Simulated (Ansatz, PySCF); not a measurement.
Process, species as SMILES: BrBBr [dibromoborane] -> [BH]Br + Br atom (the B-Br bond at the site shown breaks; other sites are not compared here)
Each molecule is optimised on its own at B3LYP-D3(BJ)/def2-TZVP (Ansatz, an electronic-structure program). Frequencies are from Ansatz.

Quantity: bond dissociation energy (enthalpy at 298 K, with B3LYP-D3(BJ) rigid-rotor harmonic-oscillator terms), in kcal/mol. Correlated levels leave the core frozen unless marked. Open shells are spin-unrestricted. Spin-orbit coupling is left out. Frozen are the shells of the preceding noble gas and the d and f shells that filled before the atom's block. No relativistic terms. Basis-set limits of correlation are two-point, X^-3; Hartree-Fock from the larger set.

```
level                                        program  bond dissociation energy (kcal/mol)  minus last row
------------------------------------  --------------  -----------------------------------  --------------
B3LYP-D3(BJ)/def2-TZVPD               Ansatz + dftd3                                103.1            -3.2
PBE0-D4/def2-TZVP                     Ansatz + dftd4                                105.9            -0.4
MN15-D3(BJ)/def2-TZVPD                 PySCF + dftd3                                105.0            -1.3
B2PLYP-D4/def2-TZVPD                  Ansatz + dftd4                                103.9            -2.4
CCSD/CBS(cc-pVTZ,cc-pVQZ)                     Ansatz                                103.1            -3.2
CCSD(T)/6-31G*                                Ansatz                                100.2            -6.1
CCSD(T)/CBS(aug-cc-pVTZ,aug-cc-pVQZ)          Ansatz                                106.3             0.0
```
